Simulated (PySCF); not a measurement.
One of the candidates below gave these computed data.

All candidates are C7H14.

* Rotational structure: rotational constants A, B, C: 8.679, 0.989, 0.949 GHz [GFN2-xTB]
* 1H NMR: chemical shifts (computed TMS as zero) by class: 1.36 (2 H), 1.26 (2 H), 1.14 (2 H), 1.06 (3 H), 0.64 (1 H), 0.44 (2 H), -0.01 (2 H) ppm [GIAO PBE0/pcSseg-1]
* 13C NMR: chemical shifts (computed TMS as zero) by class: 40.8 (1 C), 37.8 (1 C), 28.7 (1 C), 17.4 (1 C), 14.8 (1 C), 6.4 (2 C) ppm [GIAO PBE0/pcSseg-1]
* Dipole: 0.12 D [PBE0/pcSseg-1]

Electronic properties: PySCF, gas phase, density fitting. Levels stand in brackets. Geometry: GFN2-xTB, one conformer, isolated molecule. Each NMR value is the plain mean over a class of atoms that symmetry, rotation or inversion makes alike.

**Question.** Which candidate is it?
A. `CCCC1CCC1`
B. `CCC1CCCC1`
C. `CCCCC1CC1`
D. `C=CCCC(C)C`

**Answer.** C. It is `CCCCC1CC1`. Numbering: `[CH3:1][CH2:2][CH2:3][CH2:4][CH:5]1[CH2:6][CH2:7]1`. Its formula, C7H14, gives 1 degree of unsaturation: 1 ring and 0 π bonds in the structure found. 7 carbons fall into 6 classes; from least to most shielded: chain CH2 carbon [C4] (40.8 ppm), chain CH2 carbon [C3] (37.8 ppm), chain CH2 carbon [C2] (28.7 ppm), methyl carbon [C1] (17.4 ppm), three-membered-ring carbon [C5] (14.8 ppm), three-membered-ring carbon [C6/C7] (6.4 ppm, 2 C). Hydrogen classes from least to most shielded: 2 H on a chain CH2 carbon, C3 (1.36 ppm), 2 H on a chain CH2 carbon, C2 (1.26 ppm), 2 H on a chain CH2 carbon, C4 (1.14 ppm, a mean of values up to 1.8 ppm apart in this geometry), 3 H on a methyl carbon, C1 (1.06 ppm), 1 H on a three-membered-ring carbon, C5 (0.64 ppm), 2 H on 2 three-membered-ring carbons, C6/C7 (0.44 ppm), 2 H on 2 three-membered-ring carbons, C6/C7 (-0.01 ppm). The optimised geometry has point group C1 and is an asymmetric top.

The others, at the same levels:
- `C=CCCC(C)C` fails: its computed 13C shifts are 149.4 (1 C), 120.0 (1 C), 44.3 (1 C), 39.9 (1 C), 33.2 (1 C), 24.9 (2 C) ppm, 1H shifts are 6.19 (1 H), 5.38 (1 H), 5.20 (1 H), 2.10 (2 H), 1.40 (1 H), 1.17 (2 H), 0.98 (6 H) ppm and rotational constant A is 6.157 GHz (against 8.679 GHz).
- `CCCC1CCC1` fails: its computed 13C shifts are 46.4 (1 C), 36.7 (1 C), 28.4 (2 C), 25.0 (1 C), 17.3 (1 C), 17.3 (1 C) ppm, 1H shifts are 2.19 (1 H), 2.15 (2 H), 1.99 (1 H), 1.83 (1 H), 1.62 (2 H), 1.25 (2 H), 1.15 (2 H), 1.01 (3 H) ppm and rotational constant A is 7.294 GHz (against 8.679 GHz).
- `CCC1CCCC1` fails: it has 5 carbon classes against 6; its computed 13C shifts are 44.9 (1 C), 35.8 (2 C), 35.0 (1 C), 30.3 (2 C), 16.6 (1 C) ppm, 1H shifts are 1.87 (2 H), 1.62 (2 H), 1.60 (2 H), 1.60 (1 H), 1.30 (2 H), 1.09 (2 H), 1.02 (3 H) ppm and rotational constant A is 5.464 GHz (against 8.679 GHz).

Each candidate is one conformer, not necessarily the lowest. Dipoles, sizes and rotational constants follow the conformer. The torsions of the flexible species, by atom-mapped SMILES:
- `[CH3:1][CH2:2][CH2:3][CH2:4][CH:5]1[CH2:6][CH2:7]1`: C1–C2–C3–C4 180°, C2–C3–C4–C5 179°, C3–C4–C5–C6 -83°
- `[CH2:1]=[CH:2][CH2:3][CH2:4][CH:5]([CH3:6])[CH3:7]`: C1–C2–C3–C4 -119°, C2–C3–C4–C5 175°, C3–C4–C5–C6 -174°
- `[CH3:1][CH2:2][CH2:3][CH:4]1[CH2:5][CH2:6][CH2:7]1`: C1–C2–C3–C4 178°, C2–C3–C4–C5 176°

The conformers of `CCC1CCCC1` aren't listed.
